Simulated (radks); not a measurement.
The numbers below are computed, except where a source is named.
Task: Code: a radial shooting solver on a logarithmic mesh with Libxc functionals. Model: Dirac Kohn-Sham, PBE, spin-unpolarised, spherical densities, finite nucleus; open shells fill j = l - 1/2 first; Fermi nuclear charge, rms radius of each element as measured or else 0.836 A^(1/3) + 0.57 fm. Each species is in its NIST ground configuration. Rank C, B, N, Ne, O, Be, F, Li by Delta-SCF ionisation energy (eV), largest first.

Result: Ne 22.436, F 19.362, O 16.411, N 13.578, C 10.865, Be 9.551, B 8.222, Li 5.296.
